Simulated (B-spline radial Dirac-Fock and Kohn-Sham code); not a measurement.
## P²⁺ 1s: cross section and angular parameters

System: phosphorus as P²⁺, [Ne] 3s2 3p1; threshold 2155.6 eV (orbital energy of the model). Model: Dirac-Hartree-Slater photoionisation with a Latter tail; cross sections with all multipoles, angular parameters from the dipole term and its interference with E2. Program: a B-spline atomic structure program.

```tsv
hν (eV)	σ (kb)	β	γ
2984.4	53.1	2.000	0.438
3960	25.3	2.000	0.792
4780	15.2	2.000	1.016
5950	?	?	?
6000	8.12	2.000	1.290
6660	6.05	2.000	1.418
7750	3.93	2.000	1.610
10600	1.58	2.000	2.037
11200	1.35	2.000	2.117
```

Question: Give the values at 5950 eV.

Answer: σ = 8.31 kb, β = 2.000, γ = 1.279. For an s subshell δ is negligible.

Values without a named source are computed, but for edge energies of neutral atoms, which are taken from tables.
